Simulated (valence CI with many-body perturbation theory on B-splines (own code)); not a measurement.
## Sb⁺: electric-dipole lines

Level of theory: configuration interaction combined with many-body perturbation theory (CI+MBPT): four valence electrons over a frozen Dirac-Fock core [Kr] 4d10, radial functions for each j: 11 s, 11 p, 9 d, 7 f, 5 g, 2 h, 1 i, with the one-electron correlation potential Σ1, the two-electron term Σ2, the three-electron term Σ3, Breit, model QED; selected CI, second order for the rest, scaled by the run's own slope (own B-spline code, finite nucleus).

Set against measurement, 27 paired levels are off by 122 cm⁻¹ on average, the worst by 285. These come from a selection out of the NIST Handbook of Basic Atomic Spectroscopic Data. Levels without a partner in it may be off by more. Among the levels kept, up to 400 cm⁻¹ of a level comes from second order outside the variational space, and about a tenth of that is noise between levels of different J, which matters for small intervals.

Lines 1 to 50 of 285 in falling wavelength, among levels below 14.212 eV, chosen from the strongest by gf and those to the six lowest levels. Wavelengths and rates use the calculated energies, so an error of 100 cm⁻¹ moves a line at 39830 Å by 4 % and its rate by three times that or more. Electric multipoles are in the length gauge, E1 and E2 with the static RPA response of the core. Weak lines are less certain than strong ones. Lines between different terms over intervals too small for the method are left out, as are lines whose strength nearly cancels. Where a level lies close to another of its J and parity, the split of strength between their lines is uncertain. The highest levels of a list are the least certain.

Names give the largest LS component (configuration and term), which can be under half, so a name can repeat, a term be missing and a line seem to break the LS rules; names also repeat where a configuration has a term twice. Letters in brackets count levels of one name in rising energy.

```
λ vac (Å)  λ from measured levels              Upper              Lower   A (s⁻¹)  log gf  Branch %
    46050                               5s²5p7p ³P_0  5s²5p6d ¹P°_1 [a]  7.65e+05   -0.61       2.2
    40100                               5s²5p7p ³P_1      5s²5p6d ³F°_2  2.88e+05   -0.68       0.8
    39830                   38050       5s²5p6p ¹D_2      5s²5p5d ¹F°_3  3.56e+05   -0.37       0.3
    38850                               5s²5p7p ³D_3      5s²5p6d ³F°_4  1.27e+06    0.30       4.7
    29700                               5s²5p6p ³P_2      5s²5p5d ³D°_3  4.42e+05   -0.53       0.4
    20080                           4f5s²5p ³D_1 [a]      5s²5p7s ¹P°_1  3.63e+06   -0.18       2.6
    19330                               4f5s²5p ¹D_2      5s²5p7s ¹P°_1  7.91e+05   -0.65       0.4
    19120                           4f5s²5p ³D_1 [b]      5s²5p7s ¹P°_1  3.78e+06   -0.21       2.2
    18490                               5s²5p7p ³D_1      5s²5p7s ³P°_1  7.42e+06    0.06      36.1
    17800                               5s²5p7p ³D_1      5s²5p7s ³P°_0  3.63e+06   -0.29      17.7
    17630                              5s²5p6d ¹F°_3       5s²5p7p ³D_2  6.14e+05   -0.70       0.1
    17600                               4f5s²5p ¹D_2      5s²5p7s ³P°_2  1.29e+06   -0.52       0.6
    16900                               5s²5p7p ³P_2        5s5p³ ¹P°_1  1.21e+06   -0.59       1.7
    16650                               5s²5p7p ³S_1      5s²5p7s ¹P°_1  1.73e+06   -0.67       5.5
    16620                               5s²5p7p ³P_2      5s²5p7s ³P°_2  1.03e+07    0.33      14.5
    16440                               5s²5p7p ³D_3      5s²5p7s ³P°_2  1.17e+07    0.52      43.2
    16070                               5s²5p7p ³P_1      5s²5p7s ³P°_1  4.84e+06   -0.25      14.0
    16060                               5s²5p7p ¹D_2      5s²5p7s ¹P°_1  6.55e+06    0.10      17.2
    15810                               4f5s²5p ³G_3        5s5p³ ¹D°_2  1.53e+06   -0.40       0.5
    15770                               5s²5p7p ³D_2      5s²5p7s ³P°_1  1.56e+07    0.46      51.9
    15700                              5s²5p8s ³P°_1       5s²5p7p ³P_0  3.99e+06   -0.35       0.7
    15540                               5s²5p7p ³P_1      5s²5p7s ³P°_0  1.14e+07    0.09      32.8
    15480                               5s²5p7p ³P_0      5s²5p7s ³P°_1  1.55e+07   -0.25      44.6
    15410                              5s²5p8s ³P°_1       5s²5p7p ³D_2  1.59e+07    0.23       2.7
    15350                               5s²5p7p ³S_1      5s²5p7s ³P°_2  1.28e+07    0.13      40.9
    15340                               5s²5p6p ¹S_0      5s²5p5d ¹P°_1  7.92e+06   -0.55       9.4
    15140                              5s²5p8s ³P°_1       5s²5p7p ³P_1  1.84e+06   -0.72       0.3
    15090                               4f5s²5p ¹F_3      5s²5p6d ³F°_2  8.71e+05   -0.68       0.3
    15070                               5s²5p7p ¹D_2        5s5p³ ¹P°_1  6.60e+06    0.05      17.3
    15010                              5s²5p8s ³P°_0       5s²5p7p ³P_1  2.35e+07   -0.10      13.5
    14840                               5s²5p7p ¹D_2      5s²5p7s ³P°_2  2.58e+06   -0.37       6.8
    14590                           4f5s²5p ³F_2 [b]  5s²5p6d ¹P°_1 [a]  1.30e+06   -0.68       0.5
    13990                          5s²5p6d ¹P°_1 [b]       5s²5p7p ³D_2  2.19e+06   -0.71       0.2
    13760                          5s²5p6d ¹P°_1 [b]       5s²5p7p ³P_1  3.30e+06   -0.55       0.3
    13480                              5s²5p8s ³P°_1       5s²5p7p ³D_1  4.53e+06   -0.43       0.8
    13380                              5s²5p8s ³P°_0       5s²5p7p ³D_1  1.15e+07   -0.51       6.6
    13320                               5s²5p7p ³D_3  5s²5p6d ³P°_2 [a]  4.00e+06   -0.13      14.8
    12370                          5s²5p6d ¹P°_1 [b]       5s²5p7p ³D_1  7.29e+06   -0.30       0.7
    11760                   11820       5s²5p6p ³D_2      5s²5p5d ³F°_3  7.93e+06   -0.09       8.5
    10590                           5s²5p6p ³P_1 [a]      5s²5p5d ³F°_2  4.62e+06   -0.63       4.5
     9599                                5s5p³ ¹P°_1       5s²5p6p ¹S_0  6.72e+06   -0.56       0.2
     9559                    9524       5s²5p6p ³D_3      5s²5p5d ³F°_4  1.57e+07    0.18      17.3
     8663                    8744       5s²5p6p ³D_1      5s²5p5d ¹D°_2  1.38e+07   -0.33      20.2
     8111                               4f5s²5p ¹F_3        5s5p³ ¹D°_2  6.82e+06   -0.33       2.0
     7705                               4f5s²5p ³D_3        5s5p³ ¹D°_2  5.60e+06   -0.46       2.0
     7458                              5s²5p7s ³P°_2       5s²5p6p ¹D_2  5.25e+06   -0.66       1.5
     7402                                5s5p³ ¹P°_1       5s²5p6p ¹D_2  1.99e+07   -0.31       0.6
     7185                              5s²5p7s ¹P°_1       5s²5p6p ¹D_2  2.43e+07   -0.25       2.6
     7124                           5s²5p6p ³P_1 [b]      5s²5p5d ³F°_2  8.57e+06   -0.71       9.5
     7090                    6998       5s²5p6p ³D_1      5s²5p6s ³P°_1  3.42e+07   -0.11      50.2
```

(1) How does gf follow from A for the line at 7124 Å?

Answers

(1) gf = 1.4992 × (2J+1)_upper × A / σ², with σ = 14036 cm⁻¹ and 2J+1 = 3: gf = 0.196.
